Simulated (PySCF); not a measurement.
SnHCl, SMILES [Cl][SnH] (connectivity only; charge and spin as stated), neutral, multiplicity 1. Atoms are numbered in the order given.

```xyz
3

Sn     0.0366    -0.5914     0.0000
H     -1.7382    -0.7184     0.0000
Cl    -0.0055     1.7815     0.0000
```

Geometry optimised at r2SCAN-D4/def2-TZVP. The def2 effective core potentials stand for the cores of Sn; spin–orbit coupling is left out.

All values below come from PBE0/def2-TZVPD run with PySCF.

Symmetry labels are those of the subgroup Cs that the program uses (full group Cs).

Computed valence orbital energies around the gap with their symmetry:
```csv
orbital,symmetry,energy (eV)
HOMO−7,A',-28.87
HOMO−6,A',-28.76
HOMO−5,A',-22.05
HOMO−4,A',-13.49
HOMO−3,A',-9.62
HOMO−2,A",-9.03
HOMO−1,A',-8.93
HOMO,A',-7.05
LUMO,A",-3.09
LUMO+1,A',-0.90
LUMO+2,A',0.07
LUMO+3,A',0.78
```
